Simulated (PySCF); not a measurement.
Atoms are numbered as in `[CH3:1][CH2:2][CH2:3][c:4]1[cH:5][cH:6][s:7][n:8]1`. Hydrogens are named by the atom that carries them.

Geometry: GFN2-xTB; GIAO shifts from PySCF 2.14, gas phase, non-relativistic, averaged over equivalent atoms.

At PBE0/def2-SVP (161 basis functions, 30 s wall time on 1 thread of an Intel Xeon, shared host):
```json
{"atoms": "C4", "δ (ppm)": "165.6"}
{"atoms": "C6", "δ (ppm)": "151.7"}
{"atoms": "C5", "δ (ppm)": "118.5"}
{"atoms": "C3", "δ (ppm)": "35.9"}
{"atoms": "C2", "δ (ppm)": "26.1"}
{"atoms": "C1", "δ (ppm)": "13.4"}
{"atoms": "N8", "δ (ppm)": "315.6"}
{"atoms": "H(C6)", "δ (ppm)": "8.27"}
{"atoms": "H(C5)", "δ (ppm)": "7.01"}
{"atoms": "H(C3)", "δ (ppm)": "2.92"}
{"atoms": "H(C2)", "δ (ppm)": "1.57"}
{"atoms": "H(C1)", "δ (ppm)": "0.73"}
```

Shifts are taken against calculated references (same method and geometry level): 13C (196.16 ppm), 1H (31.81 ppm) vs TMS; NH3 for 15N (271.96 ppm).

What do these become at LC-wPBE/pcSseg-1?

Results:


| atoms | δ at LC-wPBE/pcSseg-1 | change |
| --- | --- | --- |
| C4 | 180.1 | +14.5 |
| C6 | 167.8 | +16.1 |
| C5 | 130.8 | +12.3 |
| C3 | 36.6 | +0.7 |
| C2 | 25.3 | -0.8 |
| C1 | 13.8 | +0.4 |
| N8 | 340.9 | +25.3 |
| H(C6) | 8.64 | +0.37 |
| H(C5) | 7.22 | +0.21 |
| H(C3) | 2.96 | +0.04 |
| H(C2) | 1.58 | +0.01 |
| H(C1) | 0.84 | +0.11 |

Shifts are taken against calculated references (same method and geometry level): 13C (191.02 ppm), 1H (31.78 ppm) vs TMS; 15N (269.56 ppm) against NH3.

The largest change is at N8 (pyridine-type nitrogen of an azole). Cost: 188 basis functions, 85 s wall time on 1 thread of an Intel Xeon, shared host. The order of the carbon signals is the same at both levels.

Experimental scales use liquid or dissolved standards, which lie at an offset from isolated NH3 (liquid NH3: subtract about 20 ppm). Unscaled 15N shifts of sp2 nitrogen come out 20 to 40 ppm too high even then.
